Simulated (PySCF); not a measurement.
**Correlation energy of N²⁺ (nitrogen, charge +2)**

[He] 2s1 2p1 3d1, one real determinant (an excited configuration). Computed with PySCF 2.14 in dyall-acv3z, with no relativity, point nucleus. Frozen: 1s2; 3 electrons correlated; the 13 highest virtual orbitals of each spin left out.

MP2 pair energies summed by pair of shells (mhartree):

```tsv
pair	energy	share (%)
2s-3d	-3.96	39.2
2s-2p	-3.90	38.6
2p-3d	-2.24	22.2
```

Total MP2 correlation energy: -10.10 mhartree.

Same-spin part -10.10 and opposite-spin part 0.00 mhartree; SCS-MP2 scales them by 1/3 and 6/5 to -3.37 mhartree.

The reference is one real determinant that mixes LS terms of this configuration.
